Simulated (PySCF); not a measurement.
Correlation energy of Br- (bromine, charge -1)

Starting occupation: [Kr]. Computed with PySCF 2.14 in x2c-TZVPPall-2c with one added diffuse shell each of s, p, d type (7s8p5d1f, 63 functions), with X2C-1e with screened-nucleus spin-orbit coupling, Gaussian nucleus. Frozen: [Ne]; 26 electrons correlated; the 4 highest virtual spinors left out.

MP2 pair energies summed by pair of shells (mhartree):

```json
{"pair": "4p3/2-4p3/2", "energy": "-53.71", "share (%)": "12.4"}
{"pair": "4p1/2-4p3/2", "energy": "-53.37", "share (%)": "12.3"}
{"pair": "3d3/2-3d5/2", "energy": "-45.55", "share (%)": "10.5"}
{"pair": "3d5/2-3d5/2", "energy": "-31.11", "share (%)": "7.2"}
{"pair": "4p3/2-4s1/2", "energy": "-28.92", "share (%)": "6.6"}
{"pair": "3d5/2-3p3/2", "energy": "-28.31", "share (%)": "6.5"}
{"pair": "3d3/2-3p3/2", "energy": "-19.32", "share (%)": "4.4"}
{"pair": "4p1/2-4s1/2", "energy": "-14.67", "share (%)": "3.4"}
{"pair": "3d5/2-3p1/2", "energy": "-14.59", "share (%)": "3.4"}
{"pair": "4p1/2-4p1/2", "energy": "-13.55", "share (%)": "3.1"}
{"pair": "3d3/2-3d3/2", "energy": "-12.69", "share (%)": "2.9"}
{"pair": "3p1/2-3p3/2", "energy": "-11.08", "share (%)": "2.5"}
{"pair": "3d5/2-3s1/2", "energy": "-11.07", "share (%)": "2.5"}
{"pair": "3d5/2-4p3/2", "energy": "-11.00", "share (%)": "2.5"}
{"pair": "3p3/2-3p3/2", "energy": "-9.65", "share (%)": "2.2"}
{"pair": "3d3/2-3p1/2", "energy": "-8.96", "share (%)": "2.1"}
{"pair": "4s1/2-4s1/2", "energy": "-7.88", "share (%)": "1.8"}
{"pair": "3d3/2-3s1/2", "energy": "-7.32", "share (%)": "1.7"}
{"pair": "3p3/2-3s1/2", "energy": "-6.88", "share (%)": "1.6"}
{"pair": "3d5/2-4s1/2", "energy": "-6.80", "share (%)": "1.6"}
{"pair": "3d3/2-4p3/2", "energy": "-6.72", "share (%)": "1.5"}
{"pair": "3d5/2-4p1/2", "energy": "-5.38", "share (%)": "1.2"}
{"pair": "3d3/2-4s1/2", "energy": "-4.44", "share (%)": "1.0"}
{"pair": "3d3/2-4p1/2", "energy": "-4.00", "share (%)": "0.9"}
{"pair": "3p1/2-3s1/2", "energy": "-3.49", "share (%)": "0.8"}
{"pair": "3p3/2-4p3/2", "energy": "-2.54", "share (%)": "0.6"}
{"pair": "3p1/2-3p1/2", "energy": "-2.17", "share (%)": "0.5"}
{"pair": "3p3/2-4s1/2", "energy": "-2.09", "share (%)": "0.5"}
{"pair": "3p3/2-4p1/2", "energy": "-1.57", "share (%)": "0.4"}
{"pair": "3p1/2-4p3/2", "energy": "-1.37", "share (%)": "0.3"}
```

Total MP2 correlation energy: -434.88 mhartree.

```csv
level,correlation energy (mhartree)
CCSD,-423.48
```

Diagnostics: T1 = 0.0046, largest double amplitude 0.036.

Cost of the coupled-cluster step: 280 s of wall time on 4 threads of Neoverse-V1 (shared host), for 26 occupied and 86 virtual spinors.

This basis was not built for core-valence correlation, so the inner-shell part is incomplete.
